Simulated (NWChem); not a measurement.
Species: Te cation, quartet

All runs: NWChem. Spin-unrestricted. No stability test was run on the SCF state. def2 effective core potentials on Te; no spin-orbit coupling.

Problem. What does the run give for MPW1K/def2-SVP? Quantities: highest occupied level (eV); lowest empty minus highest occupied level, either spin (eV); <S²>.

Solution. highest occupied level (eV): -16.73
lowest empty minus highest occupied level, either spin (eV): 6.25
<S²>: 3.75
